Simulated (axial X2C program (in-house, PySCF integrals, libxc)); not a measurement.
# MoGe along the bond: r2SCAN, with spin–orbit coupling

Calculated with an axial X2C code built on PySCF integrals. Two-component (2c) means X2C with spin–orbit coupling and atomic mean-field two-electron Coulomb and Gaunt terms. Basis: Mo dyall-cv3z [11s12p9d5f3g], Ge dyall-cv3z [9s9p7d4f1g] (cores contracted in-house); Gaussian nuclei, density fitting, unrestricted open shells. Masses: Mo 97.905 u, Ge 73.921 u.

State: Ω = 3 (⟨Sz⟩ = 2.00, ⟨Lz⟩ = 1.00 at r2SCAN). Dipoles are positive if Ge is the positive end.

| R (Å) | μ (D) | HOMO (eV) | LUMO (eV) |
| --- | --- | --- | --- |
| 2.146 | -2.351 | -4.64 | -4.53 |
| 2.245 | -2.411 | -4.50 | -4.39 |
| 2.319 | -2.425 | -4.42 | -4.32 |
| 2.393 | -2.413 | -4.37 | -4.26 |
| 2.467 | -2.376 | -4.34 | -4.23 |
| 2.553 | -2.307 | -4.31 | -4.20 |
| 2.640 | -2.217 | -4.30 | -4.19 |
| 2.751 | -2.076 | -4.30 | -4.19 |
| 2.886 | -1.880 | -4.31 | -4.20 |

The minimum lies at 2.429 Å. What is the dipole moment there, and its slope?

At r2SCAN, 2c, with the sign and origin stated: μ = -2.40 D, dμ/dR = 0.50 D/Å.

One determinant describes the state; a PBE0 search over occupations chose it and may have missed a lower one. Density functionals use the spin component along the axis (collinear). Other states lie close and PBE0, whose exact exchange favours high spin, may order them wrongly; the determinant shown need not be the ground state. The nearest other spin-free determinant of the search, M_S = 2, Λ = 0, lies 0.21 eV up at the distance of the search. The functionals have no current-density term, which raises determinants with orbital currents, atoms included. With several unpaired electrons one determinant need not be a pure state. A state of lower Ω lies just above, and one determinant can place such states too high, so the state shown need not be the lowest. The search has Ω = 1 only 0.11 eV up. Open-shell Ω = 0 determinants with evenly filled partner blocks cannot be reached by this program, so the Ω shown need not be the lowest component. The determinant is spin-polarised beyond a pure state at some levels (its spin-free form has ⟨S²⟩ too high), which makes Re and μ there less reliable.
